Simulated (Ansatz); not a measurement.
Task: Predict a relaxed structure of (KH)4 ring (K4H4), charge 0, singlet, at PBE-D4/def2-SVP (Ansatz).

Result: 
```xyz
8

K     2.522   -1.907    0.636
H     0.377   -3.097    0.562
K    -1.982   -2.540    0.172
H    -3.155   -0.443   -0.324
K    -2.522    1.907   -0.635
H    -0.376    3.097   -0.563
K     1.982    2.540   -0.172
H     3.155    0.443    0.325
```
Point group D4h (tolerance 0.1 Å). This is one stationary point.
